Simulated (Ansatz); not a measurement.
A single point on CH4ClInO2 (`O[CH2][In]([OH])[Cl]`).

```yaml
crystal:
  periodic: [false, false, false]
  atoms:
    - {symbol: O, position_ang: [1.417031, -0.528727, -1.428102]}
    - {symbol: C, position_ang: [0.892914, -1.019203, -0.229739]}
    - {symbol: In, position_ang: [-0.719016, 0.275206, 0.421950]}
    - {symbol: O, position_ang: [-2.451255, 0.311557, 1.352753]}
    - {symbol: Cl, position_ang: [-0.104538, 2.445569, -0.329050]}
    - {symbol: H, position_ang: [1.637833, 0.403859, -1.328225]}
    - {symbol: H, position_ang: [1.630896, -1.067104, 0.578879]}
    - {symbol: H, position_ang: [0.511179, -2.022868, -0.411662]}
    - {symbol: H, position_ang: [-2.815035, 1.201710, 1.373186]}
basis:
  gaussian: {orbitals: def2-TZVPP}
hamiltonian: {xc: pbe}
correlation: {method: rpa}
```

```sh
$ ansatz run in.yaml --threads 4 --pin off --events-out ev --progress --plain --max-ram 10444MiB
```

It prints (some lines left out):

```
Functional definition: PBE
1642 factors; integrals over basis functions are off by at most 9.9e-4 eV
mean field evaluation 1: about -22868.6018 eV, gradient 9.6e1 eV
mean field evaluation 2: about -22868.5955 eV, gradient 9.6e1 eV
mean field evaluation 4: about -22879.2351 eV, gradient 5.5e1 eV
mean field evaluation 8: about -22886.2791 eV, gradient 1.7e0 eV
mean field evaluation 16: about -22886.2833 eV, gradient 4.9e-3 eV
mean field -22886.28329745 eV, -841.0553983012 hartree, gradient 1.8e-6 eV, S^2 0.000000; 2 other end points of the search recorded, 0 dependent functions left out
12 core orbitals not correlated: weight in the atoms' cores, before any rotation towards them, 1.000 or more for the frozen orbitals, at most 0.000 for the correlated occupied ones
reference -22822.26355796 eV, -838.7027162692 hartree; 20, 20 occupied and 209, 209 virtual orbitals, 1642 factors
Total energy: -22869.29086367 eV, -840.4309378779 hartree
```

It took 8 s on 4 threads of an Arm Neoverse V2 on a shared host, with 0.63 GiB of host memory at the peak.
